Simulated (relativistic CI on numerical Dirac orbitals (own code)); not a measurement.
Si12+: sensitivity of the levels to the model

Base calculation: Dirac-Coulomb-Breit CI, separate exchange-only KLI orbitals for each configuration, model QED (radiative potential, 1s self-energy scaled to tabulated hydrogen-like ionisation energies), unscaled Slater integrals.

Configurations in the expansion: 1s2, 1s 2s, 1s 2p, 1s 3s, 1s 3p, 1s 3d, 1s 4s, 1s 4p, 1s 4d, 1s 4f, 1s 5s, 1s 5p, 1s 5d, 1s 5f, 1s 5g, 1s 6s, 1s 6p, 1s 6d. Levels of other configurations are missing.

Variants: (1) P86 correlation estimate; (2) one mean potential for all configurations. Shifts of the energy above 1s2 1S_0, in eV, for the lowest level and the first level of each name with at least 55 % of one term (blank where a level changes its place among those of its configuration and J or its character, or is not in the variant):

| Level | Base | Δ(1) | Δ(2) |
| --- | --- | --- | --- |
| 1s2 1S_0 | 0.00 | 0.00 | 0.00 |
| 1s 2s 3S_1 | 1838.22 | +0.94 | -0.11 |
| 1s 2p 3P°_0 | 1852.38 | +1.29 | -0.15 |
| 1s 2p 3P°_1 | 1852.60 | +1.29 | -0.15 |
| 1s 2p 3P°_2 | 1853.49 | +1.29 | -0.14 |
| 1s 2s 1S_0 | 1853.52 | +0.94 | +0.46 |
| 1s 2p 1P°_1 | 1864.26 | +1.29 | 0.00 |
| 1s 3s 3S_1 | 2174.25 | +1.09 | +0.03 |
| 1s 3p 3P°_0 | 2178.14 | +1.06 | +0.01 |
| 1s 3p 3P°_1 | 2178.21 | +1.06 | +0.01 |
| 1s 3s 1S_0 | 2178.37 | +1.09 | +0.14 |
| 1s 3p 3P°_2 | 2178.47 | +1.06 | +0.02 |
| 1s 3d 3D_1 | 2180.58 | +0.93 | +0.07 |
| 1s 3d 3D_2 | 2180.59 | +0.93 | +0.07 |

At this charge energies of transitions that change n are usually good to better than 1 %, and those within a shell (Δn = 0) to a few per cent.

Ionisation energy from the two ground configurations alone: base 2436.32 eV; P86 correlation estimate 2437.86 eV. The NIST ASD value (theoretical) is 2437.66 eV.

LS names give the leading component of a level, which can be under half, so a name can repeat, a term be missing and a line seem to break the LS rules.
